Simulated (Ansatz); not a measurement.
Steps of a relaxation of CH4AlFOSi (`F[SiH]1O[CH2][AlH]1`) with RKS PBE0-D4/def2-TZVP.

```sh
$ ansatz run in.yaml --threads 4 --pin off --events-out ev --progress --plain --max-ram 10444MiB
```

```yaml
crystal:
  periodic: [false, false, false]
  atoms:
    - {symbol: F, position_ang: [1.389531, 1.473214, -1.617387]}
    - {symbol: Si, position_ang: [1.022851, 1.027956, -0.071850]}
    - {symbol: O, position_ang: [0.989147, -0.667072, 0.098537]}
    - {symbol: C, position_ang: [-0.356493, -1.212472, -0.034840]}
    - {symbol: Al, position_ang: [-1.330434, 0.523997, 0.323628]}
    - {symbol: H, position_ang: [2.156549, 1.559008, 0.763359]}
    - {symbol: H, position_ang: [-0.496393, -2.016834, 0.722588]}
    - {symbol: H, position_ang: [-0.492105, -1.687384, -1.033243]}
    - {symbol: H, position_ang: [-2.794154, 0.953286, 0.832209]}
basis:
  gaussian: {orbitals: def2-TZVP}
hamiltonian: {xc: pbe0, dispersion: d4}
relax: {f_tol: 0.005, max_steps: 150}
```

Positions (Å) and forces (eV/Å) along the path, 10 of 10 steps:

```xyz
9
step=1 energy=-20332.5608 eV
F     1.390    1.473   -1.617   -0.215   -0.329    1.141
Si    1.023    1.028   -0.072    0.241   -0.647   -0.744
O     0.989   -0.667    0.099   -0.189    0.833   -0.195
C    -0.356   -1.212   -0.035   -0.140   -0.272   -0.030
Al   -1.330    0.524    0.324    0.041   -0.159    0.015
H     2.157    1.559    0.763   -0.241   -0.114   -0.240
H    -0.496   -2.017    0.723    0.149    0.446   -0.367
H    -0.492   -1.687   -1.033    0.134    0.298    0.514
H    -2.794    0.953    0.832    0.218   -0.055   -0.094
9
step=2 energy=-20332.6152 eV
F     1.390    1.471   -1.592   -0.192   -0.206    0.688
Si    1.008    1.015   -0.070    0.317   -0.428   -0.592
O     0.987   -0.665    0.077   -0.082    0.656   -0.102
C    -0.358   -1.204   -0.030   -0.044   -0.151    0.015
Al   -1.328    0.518    0.325    0.020   -0.076    0.022
H     2.137    1.537    0.750   -0.075   -0.002   -0.028
H    -0.471   -1.998    0.723    0.008    0.140   -0.124
H    -0.498   -1.672   -1.016    0.022    0.080    0.151
H    -2.779    0.951    0.815    0.025   -0.014   -0.030
9
step=3 energy=-20332.6361 eV
F     1.368    1.468   -1.570    0.028   -0.005    0.031
Si    1.019    1.000   -0.070   -0.046   -0.035   -0.067
O     0.988   -0.658    0.055    0.022    0.067   -0.019
C    -0.357   -1.198   -0.026   -0.015   -0.014    0.010
Al   -1.319    0.516    0.333    0.007    0.072    0.032
H     2.136    1.530    0.750    0.037    0.001    0.022
H    -0.460   -1.984    0.726    0.012   -0.048    0.037
H    -0.511   -1.662   -1.004   -0.001   -0.033   -0.045
H    -2.777    0.943    0.789   -0.042   -0.007   -0.001
9
step=4 energy=-20332.6377 eV
F     1.387    1.471   -1.570   -0.004    0.016   -0.015
Si    1.018    1.002   -0.077    0.036    0.003    0.005
O     0.986   -0.653    0.044   -0.002    0.001   -0.020
C    -0.360   -1.197   -0.024   -0.013   -0.020    0.025
Al   -1.320    0.521    0.341   -0.019    0.006   -0.010
H     2.135    1.524    0.751    0.002    0.006    0.016
H    -0.451   -1.984    0.731    0.003   -0.006    0.005
H    -0.520   -1.665   -1.000   -0.002   -0.007   -0.007
H    -2.788    0.935    0.787    0.000    0.003    0.000
9
step=5 energy=-20332.6383 eV
F     1.389    1.485   -1.566    0.003    0.012   -0.012
Si    1.021    1.001   -0.079    0.018    0.006    0.012
O     0.986   -0.654    0.028   -0.011   -0.009   -0.017
C    -0.361   -1.199   -0.021    0.000   -0.012    0.013
Al   -1.320    0.522    0.339   -0.011   -0.016    0.006
H     2.136    1.518    0.757   -0.009   -0.003    0.001
H    -0.441   -1.983    0.739   -0.003    0.016   -0.007
H    -0.531   -1.673   -0.994    0.005    0.002    0.011
H    -2.790    0.936    0.780    0.009    0.003   -0.006
9
step=6 energy=-20332.6389 eV
F     1.394    1.511   -1.561    0.004   -0.003    0.008
Si    1.023    1.001   -0.082   -0.009    0.012    0.008
O     0.986   -0.656   -0.002   -0.029   -0.020   -0.009
C    -0.362   -1.202   -0.017    0.024    0.009   -0.008
Al   -1.319    0.521    0.339    0.006   -0.019    0.006
H     2.134    1.507    0.766   -0.007   -0.006   -0.011
H    -0.427   -1.978    0.753   -0.004    0.019   -0.009
H    -0.549   -1.689   -0.981    0.006    0.007    0.022
H    -2.792    0.939    0.767    0.008    0.001   -0.005
9
step=7 energy=-20332.6139 eV rejected
F     1.389    1.539   -1.554   -0.100    0.042    0.014
Si    0.994    1.019   -0.085    0.346   -0.211    0.015
O     0.991   -0.645   -0.023   -0.097    0.006   -0.030
C    -0.342   -1.203   -0.031   -0.187    0.131    0.155
Al   -1.322    0.491    0.365    0.020    0.148   -0.239
H     2.130    1.448    0.763    0.030    0.188    0.067
H    -0.437   -1.934    0.773    0.141   -0.209    0.053
H    -0.534   -1.716   -0.972   -0.032   -0.073   -0.121
H    -2.782    0.956    0.747   -0.122   -0.022    0.086
9
step=8 energy=-20332.6389 eV
F     1.395    1.520   -1.556    0.003    0.000   -0.010
Si    1.022    1.001   -0.082   -0.010   -0.019    0.009
O     0.983   -0.658   -0.013    0.071    0.056   -0.005
C    -0.361   -1.202   -0.017   -0.031   -0.022   -0.006
Al   -1.319    0.520    0.340   -0.004   -0.013    0.006
H     2.135    1.500    0.767    0.001   -0.002    0.003
H    -0.421   -1.973    0.759   -0.020    0.002   -0.007
H    -0.552   -1.694   -0.977   -0.015   -0.006    0.012
H    -2.793    0.940    0.762    0.004    0.003   -0.003
9
step=9 energy=-20332.6391 eV
F     1.395    1.529   -1.554    0.000   -0.003   -0.001
Si    1.022    1.001   -0.082    0.000    0.001    0.004
O     0.985   -0.657   -0.023    0.000   -0.004   -0.004
C    -0.361   -1.203   -0.016   -0.005    0.006   -0.003
Al   -1.319    0.518    0.340    0.003   -0.001    0.001
H     2.135    1.495    0.770   -0.001    0.002    0.001
H    -0.418   -1.970    0.764    0.001   -0.001   -0.001
H    -0.559   -1.700   -0.971    0.002    0.000    0.005
H    -2.793    0.941    0.756    0.000   -0.001    0.000
9
step=10 energy=-20332.6391 eV
F     1.396    1.529   -1.554    0.000   -0.003    0.001
Si    1.023    1.001   -0.083   -0.001    0.002    0.003
O     0.985   -0.657   -0.024    0.001   -0.001   -0.003
C    -0.361   -1.203   -0.016   -0.003    0.003   -0.001
Al   -1.318    0.519    0.341    0.001   -0.001   -0.001
H     2.135    1.495    0.770    0.000    0.001   -0.001
H    -0.418   -1.969    0.764    0.001   -0.001    0.001
H    -0.560   -1.700   -0.971    0.001    0.000    0.001
H    -2.793    0.941    0.756    0.000    0.000    0.000
```

It took 12 s on 4 threads of an AMD EPYC 9R45 on a shared host, with 0.5 GiB of host memory at the peak.
